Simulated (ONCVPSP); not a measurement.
An all-electron radial function and its pseudo partner (hydrogen)

Columns: radius, all-electron u(r) and pseudo u(r) of the 1s shell (level -6.49 eV) of hydrogen in the configuration 1s1; PBE, non-relativistic, ONCV scheme, ONCVPSP 4.0.1.

```csv
r (bohr),all-electron,pseudo
0.038,0.0702,0.0615
0.075,0.1335,0.1204
0.113,0.1935,0.1792
0.150,0.2473,0.2342
0.188,0.2981,0.2878
0.225,0.3436,0.3365
0.263,0.3864,0.3828
0.300,0.4244,0.4238
0.338,0.4600,0.4619
0.375,0.4916,0.4950
0.413,0.5209,0.5253
0.450,0.5468,0.5515
0.488,0.5706,0.5751
0.525,0.5914,0.5951
0.563,0.6104,0.6130
0.600,0.6269,0.6283
0.638,0.6417,0.6422
0.675,0.6543,0.6544
0.713,0.6654,0.6654
0.750,0.6747,0.6747
0.788,0.6827,0.6827
0.825,0.6891,0.6891
0.863,0.6943,0.6943
0.900,0.6982,0.6982
0.938,0.7011,0.7011
0.975,0.7028,0.7028
```

(1) How many radial nodes do the two functions have?

(2) At about which radius was the pseudo-wave matched?

(3) Is the pseudo-wave norm-conserving?

Answers

(1) The all-electron 1s function has n − l − 1 = 0; the pseudo-wave has 0.

(2) 0.75 bohr. The columns agree to 0.0005 from 0.64 bohr on; several derivatives are matched, so the curves merge somewhat inside the radius.

(3) Yes: the ONCV scheme keeps the norm inside the radius equal to the all-electron one, which fixes the energy derivative of the logarithmic derivative at the level.
